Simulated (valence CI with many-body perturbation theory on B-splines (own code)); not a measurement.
Results of a calculation; reference values are marked as such.
Hyperfine factors and g values of Ir27+

Level of theory: valence CI with perturbative core correlation (CI+MBPT): four valence electrons over a frozen Dirac-Fock core [Kr] 4d10, a basis of 8 s, 8 p, 9 d, 9 f, 6 g, 3 h, 2 i functions for each j, with the one-electron correlation potential Σ1, the two-electron term Σ2, the three-electron term Σ3, Breit, model QED; selected CI, second order for the rest, scaled by the run's own slope (own B-spline code, finite nucleus).

No measured spectrum was set against this ion. As an estimate, large intervals hold to a few tenths of a per cent, small ones and those within an open d or f shell to about a per cent. Core correlation moves these levels by up to 5000 cm⁻¹, and in measured spectra 5 to 20 % of such shifts remained as error; rates that hang on mixing are uncertain with them. Only levels of the ground parity were solved; by the run's estimate the other parity begins above the list, which can be wrong where configurations are misplaced.

A/g_I is the dipole constant over the nuclear g factor μ/I (μ in nuclear magnetons, uniformly magnetised nucleus), B/Q the quadrupole constant per barn. Both hold the static response of the core; the bare values leave it out. Large factors of s and p1/2 electrons are usually good to 5 to 10 %; those of open d and f shells near neutrality can be off by tens of per cent, and small factors of p3/2, d and f electrons come from cancelling terms and can be off by a factor of two or in sign, in half-filled shells by more. B is blank for J = 1/2, where it vanishes, and for nearly pure S terms. Energies count from the lowest level. Levels with J = 0 are left out.

Levels are named by their leading jj configuration (3d3/2^4 stands for four electrons in 3d with j = 3/2), which in mixed levels can hold well under half, so a name can repeat and another be missing. Letters in brackets count levels of one name in rising energy.

```
                    Level  E (cm⁻¹)      g  A/g_I (MHz)  A/g_I bare  B/Q (MHz/b)  B/Q bare
            (4f5/2^4) J=4       0.0  0.655         5480        5010        -2680     -2390
  (4f5/2^3 4f7/2) J=5 [a]     20297  0.913         3960        3920        -2230     -2000
(4f5/2^2 4f7/2^2) J=6 [a]     36057  1.045         3290        3470        -1650     -1510
            (4f5/2^4) J=2     37250  0.926         4630        4700         3270      2940
  (4f5/2^3 4f7/2) J=7 [a]     47310  1.105         3080        3380         -504      -512
  (4f5/2^3 4f7/2) J=1 [a]     48611  0.135         9950        8820          802       713
  (4f5/2^3 4f7/2) J=4 [a]     49490  1.013         3890        4070        -3900     -3490
  (4f5/2^3 4f7/2) J=8 [a]     55913  1.131         3030        3380         1090       877
  (4f5/2^3 4f7/2) J=3 [a]     56662  1.118         3040        3370         -781      -711
  (4f5/2^3 4f7/2) J=2 [a]     59915  0.618         5970        5470        -2390     -2120
  (4f5/2^3 4f7/2) J=2 [b]     62512  1.629         -129        1010         -376      -382
  (4f5/2^3 4f7/2) J=3 [b]     63120  0.948         3890        3910         1830      1660
(4f5/2^2 4f7/2^2) J=6 [b]     68953  0.897         3970        3890          353       337
  (4f5/2^3 4f7/2) J=5 [b]     72235  1.190         2490        2920        -1340     -1270
  (4f5/2^3 4f7/2) J=7 [b]     74090  0.988         3500        3580         2090      1850
(4f5/2^2 4f7/2^2) J=4 [a]     76749  1.228         2100        2570         3460      3080
  (4f5/2^3 4f7/2) J=8 [b]     80055  1.041         3260        3430         4030      3540
(4f5/2^2 4f7/2^2) J=4 [b]     88464  1.035         3400        3570        -1380     -1220
(4f5/2^2 4f7/2^2) J=2 [a]     90540  1.149         2570        2910         2130      1920
(4f5/2^2 4f7/2^2) J=3 [a]     91560  0.889         4060        3970        -2730     -2430
(4f5/2^2 4f7/2^2) J=5 [a]     92899  1.263         1880        2400         3850      3410
    (4f5/2^2 4f7/2^2) J=1     97312  1.032         3800        4010         -222      -208
(4f5/2^2 4f7/2^2) J=2 [b]     98294  1.075         2210        2330         -765      -718
(4f5/2^2 4f7/2^2) J=5 [b]    100840  0.951         3490        3480          918       789
(4f5/2^2 4f7/2^2) J=8 [a]    102810  1.004         3470        3580         4180      3740
(4f5/2^2 4f7/2^2) J=4 [c]    103140  1.197         2270        2690        -3210     -2910
    (4f5/2^2 4f7/2^2) J=9    103740  1.046         3250        3430         7760      6880
(4f5/2^2 4f7/2^2) J=5 [c]    104200  1.127         2960        3290         -963      -862
(4f5/2^2 4f7/2^2) J=3 [b]    104450  1.254         1590        2050         1090       965
(4f5/2^2 4f7/2^2) J=6 [c]    104590  1.232         2200        2680         -487      -512
  (4f5/2^3 4f7/2) J=1 [b]    106700  1.496         -726        17.4         1700      1500
  (4f5/2 4f7/2^3) J=7 [a]    109380  0.984         3280        3320         1320      1200
(4f5/2^2 4f7/2^2) J=2 [c]    111110  0.719         6180        5950          865       810
(4f5/2^2 4f7/2^2) J=6 [d]    112350  1.089         3090        3360          704       610
  (4f5/2^3 4f7/2) J=4 [b]    113650  1.090         2720        2940         2460      2160
      (4f5/2 4f7/2^3) J=8    114270  1.047         2990        3130         3330      2950
(4f5/2^2 4f7/2^2) J=2 [d]    118630  1.448          236         989          993       874
(4f5/2^2 4f7/2^2) J=7 [a]    119290  1.085         3150        3410         1590      1400
```

Q: Take the isotope of mass number 193, with I = 3/2, μ = 0.163 μN and Q = 0.751 b. What is the hyperfine structure of (4f5/2^3 4f7/2) J=4 [a]?

A: From the table A = 422 MHz, B = -2930 MHz. Shifts from the centre of gravity in MHz: F = 5/2: -4600, F = 7/2: -1110, F = 9/2: 1490, F = 11/2: 1800.
